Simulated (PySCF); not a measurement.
System: C$_{4}$H$_{11}$O, net charge 1, singlet state. It need not be the lowest isomer of its formula. SMILES: CC(C)C[OH2+]
Geometry from a B3LYP-D3(BJ)/def2-TZVP (Ansatz) optimisation:
```
C
H 1 1.0976
C 1 1.5021 2 108.19
H 3 1.0870 1 114.18 2 -172.75
H 3 1.0870 4 112.26 1 132.72
C 1 1.5285 2 109.95 3 -123.64
H 6 1.0891 1 109.75 2 -59.50
H 6 1.0908 7 107.46 1 -122.98
H 6 1.0919 7 107.78 8 -116.31
C 1 1.5394 2 107.42 3 114.37
H 10 1.0889 1 108.92 2 62.34
H 10 1.0905 11 107.93 1 122.13
H 10 1.0913 11 107.76 12 117.28
O 3 1.5720 4 101.28 5 111.01
H 14 0.9750 3 114.37 4 -63.15
H 14 0.9753 15 110.07 3 127.90
```
Charge +1, spin multiplicity 1.

Dispersion corrections to the total energy (kcal/mol) from the dftd3 and dftd4 libraries through PySCF: D3(BJ) without and D4 with the three-body term, each with the damping fitted for the functional named.

```csv
functional,D3(BJ),D4
HSE06,-4.32,___
LC-wPBE,-6.33,-6.13
TPSSh,-8.04,-6.89
HF,___,-21.20
CAM-B3LYP,___,-4.64
B2GP-PLYP,-3.55,-2.33
r2SCAN,-2.05,-1.47
```

**Question.** What belongs in the gaps?

**Answer.** 
- HSE06, D4: -4.30
- HF, D3(BJ): -52.13
- CAM-B3LYP, D3(BJ): -5.15
